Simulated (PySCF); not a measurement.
# NMR data sheet: C₄H₇ClF₂Si

```
Formula                               : C4H7ClF2Si
SMILES                                : FC(F)C/C=C/[SiH2]Cl
Point group of the computed structure : C1
Degrees of unsaturation               : 1
Carbon signals                        : 4
Proton signals                        : 5
```

Molfile (atoms numbered from 1):
```
C4H7ClF2Si
     RDKit          3D

 15 14  0  0  0  0  0  0  0  0999 V2000
   -2.4853    1.4288    0.8365 F   0  0  0  0  0  0  0  0  0  0  0  0
   -2.2120    0.1030    0.8987 C   0  0  0  0  0  0  0  0  0  0  0  0
   -3.4109   -0.5244    0.9848 F   0  0  0  0  0  0  0  0  0  0  0  0
   -1.4517   -0.3571   -0.3391 C   0  0  0  0  0  0  0  0  0  0  0  0
   -0.0785    0.2407   -0.3646 C   0  0  0  0  0  0  0  0  0  0  0  0
    1.0472   -0.4594   -0.3462 C   0  0  0  0  0  0  0  0  0  0  0  0
    2.7795    0.2755   -0.3451 Si  0  0  0  0  0  4  0  0  0  0  0  0
    3.7881   -0.5706    1.1860 Cl  0  0  0  0  0  0  0  0  0  0  0  0
   -1.6669   -0.0824    1.8373 H   0  0  0  0  0  0  0  0  0  0  0  0
   -2.0208   -0.0372   -1.2165 H   0  0  0  0  0  0  0  0  0  0  0  0
   -1.4088   -1.4472   -0.3231 H   0  0  0  0  0  0  0  0  0  0  0  0
   -0.0552    1.3216   -0.3894 H   0  0  0  0  0  0  0  0  0  0  0  0
    0.9694   -1.5412   -0.3223 H   0  0  0  0  0  0  0  0  0  0  0  0
    3.4730   -0.0595   -1.5871 H   0  0  0  0  0  0  0  0  0  0  0  0
    2.7286    1.7174   -0.1290 H   0  0  0  0  0  0  0  0  0  0  0  0
  1  2  1  0
  2  3  1  0
  2  4  1  0
  4  5  1  0
  5  6  2  0
  6  7  1  0
  7  8  1  0
  2  9  1  0
  4 10  1  0
  4 11  1  0
  5 12  1  0
  6 13  1  0
  7 14  1  0
  7 15  1  0
M  END
```

PySCF 2.14.0 with density-fitted response routines calculation with shielding tensors at PBE0/pcSseg-1 (GIAO) and geometry from GFN2-xTB; equivalent nuclei averaged, one conformer, no relativistic terms, no solvent model.

References, each an isolated molecule treated in the same way: ¹H and ¹³C and ²⁹Si against TMS; ¹⁹F vs CFCl3.

| carbon | δC, type | δH (multiplicity) | HMBC from (2–3 bonds) | span of the C tensor (ppm) |
| --- | --- | --- | --- | --- |
| C2 | 123.6, CH | 5.98 (m) | H12, H10/H11 | 32 |
| C4 | 48.8, CH2 | 2.74 (m) | H12, H13, H9 | 37 |
| C5 | 151.5, CH | 6.48 (m) | H13, H9, H14/H15, H10/H11 | 246 |
| C6 | 139.0, CH | 6.22 (m) | H12, H14/H15, H10/H11 | 213 |

Other nuclei:
| atoms | nucleus | environment | δ (ppm) | σ (ppm) |
| --- | --- | --- | --- | --- |
| H14/H15 | ¹H | hydrogen on a silicon bonded to C, Cl | 5.28 | 26.43 |
| F1/F3 | ¹⁹F | fluorine of a CF2 group | -133.0 | 303.9 |
| Si7 | ²⁹Si | silicon bonded to C, Cl, 2 H | -21.3 | 370.5 |

1. Carbon types of the structure: 3 × CH, 1 × CH2, leaving 2 H on heteroatoms.
2. δC 151.5, 139.0: alkene CH; the olefinic region.
3. δC 123.6: sp3 CH bonded to 2 F; 2 electronegative neighbours deshield it.
4. δC 48.8: allylic sp3 CH2; a saturated carbon with 2 carbon neighbours and no heteroatom attached.
5. δH 5.98: hydrogen on an sp3 CH bonded to 2 F; its carbon carries F, which withdraws density.
6. δH 2.74: hydrogen on an allylic sp3 CH2; allylic position.

Splittings by ¹⁹F in the carbon and heteronuclear signals aren't shown, as no couplings were computed. Shifts are as computed. Against solution values, carbons near 30 ppm lie about +3 ppm off and those near 130 ppm about +5 ppm. Of 1211 compounds with measured shifts, 218 miss one by over three times the rms of a fit or turn the order of signals round; such compounds aren't used in these exercises. Unscaled 19F shifts against computed CFCl3 carry errors that often reach 10 to 50 ppm. No couplings were computed; multiplicities are counted from neighbouring protons, with m where these are inequivalent, close in shift, in a saturated or five-membered ring or joined by F or P, and br s for small geminal =CH2 splittings.
